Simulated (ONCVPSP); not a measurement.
## Building the ONCV potential for Fe (Z = 26) (LDA (Perdew-Zunger), scalar-relativistic).

| Quantity | Value |
| --- | --- |
| Element | iron (Fe) |
| Generator | ONCVPSP 4.0.1 |
| Type | optimised norm-conserving Vanderbilt (ONCV) |
| Functional | LDA (Perdew-Zunger) |
| Relativity | scalar-relativistic |
| Frozen core | [Ar] |
| Valence charge | 8 |
| Reference configuration | 3d6 4s2 |
| Partial waves | 4s: rc 2.10 bohr, ncon 4, nbas 8, qcut 3.6 1/bohr, 2 projectors, debl 1.1 Ha; p scattering state at 0.17 Ha: rc 2.30 bohr, ncon 3, nbas 7, qcut 3 1/bohr, 1 projector; 3d: rc 1.80 bohr, ncon 4, nbas 9, qcut 7.1 1/bohr, 2 projectors, debl 0.4 Ha |
| Local potential | polynomial inside 1.25 bohr (lpopt 5, dvloc0 0 Ha) |
| Core correction | none |

In the p channel the program set the typed energies aside and used 0.050 Ha.

- Cutoffs needed: 24 Ha and 84 Ha (the cutoffs (Ha) at which the residual kinetic energy of the hardest occupied pseudo-wave falls to 1 and 0.1 mHa per electron)
- Ghost test: ghosts flagged at negative energy: s at -10.1 eV; GHOST(+) flagged for p at 20.6 eV; a true bound ghost makes a file unfit for plane-wave use
- Largest excitation error: +232 meV (all-electron minus pseudo) for 3d5 4s0, out of 4 test configurations
